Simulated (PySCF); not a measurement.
Species: C3H10AlN.
Numbering: `[CH3:1]/[CH:2]=[CH:3]\[AlH2-:4][NH3+:5]` (hydrogens: H6, H7, H8 on C1; H9 on C2; H10 on C3; H11, H12 on Al4; H13, H14, H15 on N5)
Bond orders are those of one Lewis drawing.

Computed by this run: PySCF 2.14.0, PBE0-D3(BJ)/def2-SVP geometry optimisation, gas phase; density fitting, grid level 1; the optimiser is geomeTRIC in internal coordinates, started from a GFN2-xTB structure with every atom displaced at random (about 0.01 Å).

Step 0: E = -11346.7115 eV
```
atom  x, y, z in Å  |  force x, y, z in eV/Å
C1     -2.2623   -0.5901    0.1770   -0.845   1.539  -0.683
C2     -1.7135    0.7884   -0.0584   -0.736  -0.638   0.199
C3     -0.4099    0.9995   -0.1461    1.441  -0.132   0.017
Al4     0.8009   -0.6059    0.0622   -0.465   0.914  -0.022
N5      2.6272    0.2303   -0.1522   -0.491   0.622   0.675
H6     -2.9324   -0.8555   -0.6571    0.050  -0.320   0.037
H7     -1.4534   -1.2885    0.2611    0.487  -0.989   0.110
H8     -2.8616   -0.5834    1.0817   -0.286  -0.289   0.540
H9     -2.4464    1.5962   -0.1315   -0.204   0.182  -0.054
H10    -0.1081    2.0444   -0.3000    0.133   0.085  -0.045
H11     0.8973   -1.6325   -1.1118   -0.032  -0.423  -0.516
H12     1.0193   -1.2232    1.4970   -0.009  -0.141   0.445
H13     2.7855    0.9396    0.5705    0.080  -0.178  -0.143
H14     3.3014   -0.5035   -0.0490    0.722  -0.493   0.067
H15     2.7406    0.6667   -1.0507    0.154   0.261  -0.626
```

Step 1: E = -11346.8512 eV
```
atom  x, y, z in Å  |  force x, y, z in eV/Å
C1     -2.3789   -0.5770    0.1778   -0.094   0.810  -0.306
C2     -1.7171    0.7508   -0.0526   -0.120  -0.157   0.100
C3     -0.3912    0.9332   -0.1357    0.338  -0.326   0.090
Al4     0.8654   -0.6216    0.0637   -0.402   0.525  -0.033
N5      2.6836    0.2690   -0.1575   -0.167   0.233   0.211
H6     -3.0575   -0.8058   -0.6606    0.024  -0.195   0.019
H7     -1.6300   -1.3638    0.2781    0.070  -0.439   0.046
H8     -2.9945   -0.5335    1.0836   -0.100  -0.161   0.213
H9     -2.4095    1.5999   -0.1349   -0.057   0.083  -0.046
H10    -0.0849    1.9788   -0.2903    0.095   0.027  -0.032
H11     0.9816   -1.6546   -1.1271   -0.019  -0.256  -0.314
H12     1.1055   -1.2359    1.5097   -0.008  -0.083   0.283
H13     2.8314    0.9796    0.5615    0.087  -0.059  -0.037
H14     3.3937   -0.4497   -0.0577    0.261  -0.055  -0.004
H15     2.7871    0.7130   -1.0653    0.091   0.054  -0.188
```

Step 2: E = -11346.8806 eV
```
atom  x, y, z in Å  |  force x, y, z in eV/Å
C1     -2.5295   -0.5472    0.1763    0.407   0.077  -0.021
C2     -1.6956    0.6841   -0.0361   -0.315   0.188  -0.021
C3     -0.3573    0.8061   -0.1060   -0.116  -0.238   0.076
Al4     0.9570   -0.6658    0.0741   -0.175  -0.086  -0.005
N5      2.7390    0.3378   -0.1702   -0.080   0.024   0.024
H6     -3.2112   -0.7140   -0.6745    0.018   0.002  -0.016
H7     -1.9120   -1.4502    0.3011   -0.003  -0.059   0.004
H8     -3.1659   -0.4419    1.0706    0.014   0.002   0.019
H9     -2.3103    1.5922   -0.1444   -0.017   0.039  -0.016
H10    -0.0411    1.8492   -0.2698    0.109   0.000  -0.006
H11     1.0947   -1.7073   -1.1453    0.017  -0.007  -0.019
H12     1.2345   -1.2743    1.5393    0.007   0.016   0.012
H13     2.8660    1.0541    0.5453    0.041   0.014   0.007
H14     3.5059   -0.3295   -0.0853    0.063   0.031  -0.017
H15     2.8106    0.7890   -1.0825    0.031  -0.001  -0.020
```

Task: Estimate the geometry and energy of step 3. (The exact step hangs on the optimiser's Hessian estimate; all steps are aligned on step 2, rigid shifts and turns removed.)

Result: E = -11346.8862 eV, largest force 0.604 eV/Å
```
atom  x, y, z in Å  |  force x, y, z in eV/Å
C1     -2.4499   -0.5391    0.1711   -0.267  -0.062   0.112
C2     -1.7167    0.7485   -0.0393    0.290  -0.445   0.012
C3     -0.3732    0.8177   -0.0985   -0.224   0.556  -0.069
Al4     0.8962   -0.6711    0.0780    0.062  -0.340   0.022
N5      2.6995    0.3267   -0.1678    0.030  -0.083  -0.077
H6     -3.1216   -0.7634   -0.6748   -0.043   0.013  -0.013
H7     -1.7775   -1.4108    0.2890   -0.004   0.206  -0.024
H8     -3.0884   -0.4963    1.0733    0.018  -0.006  -0.067
H9     -2.3481    1.6472   -0.1539    0.092  -0.117   0.024
H10    -0.0083    1.8460   -0.2657    0.109   0.028  -0.002
H11     1.0204   -1.7263   -1.1517    0.014   0.122   0.127
H12     1.1605   -1.2804    1.5576    0.002   0.054  -0.124
H13     2.8395    1.0436    0.5443   -0.005   0.044   0.022
H14     3.4740   -0.3364   -0.0859   -0.056   0.057  -0.016
H15     2.7782    0.7764   -1.0831   -0.016  -0.027   0.074
```

The energy changes by -0.0056 eV. The first-order estimate −F·Δx gives -0.0661 eV and the mean of the old and new forces, exact on a quadratic surface, -0.0047 eV. The step makes an angle of 69° with the force vector and moves no atom by more than 0.141 Å.

What follows is the cost of the whole optimisation. Time: 31 s wall; peak memory 0.52 GiB. Hardware: an Intel Xeon 6975P-C with one thread, no GPU, shared host with 192 logical CPUs at a one-minute load of 105.
